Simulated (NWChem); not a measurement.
# Polarisability of H2Ge

```
Ge
H 1 1.6055
H 1 1.6055 2 90.73
```
Charge 0, spin multiplicity 1.

The numbers come from NWChem runs, not from measurements. The geometry was optimised at B3LYP/def2-SVP, a minimum by its harmonic frequencies.

Basis set: def2-SVPD. Static limit.

The Hamiltonian is non-relativistic. The correlated methods keep 9 core orbitals frozen. B3LYP has NWChem's definition, with VWN1-RPA local correlation. The structure started from a generated list of species. No row is a measurement; the coupled-cluster row has its own basis-set and correlation limits.

Task: For the isotropic polarisability, HF gives 37.50 bohr³ and B3LYP gives 37.47 bohr³. What do CCSD linear response, BHandHLYP, PBE give?

Result: CCSD linear response: 37.33 bohr³; BHandHLYP: 37.06 bohr³; PBE: 38.03 bohr³.
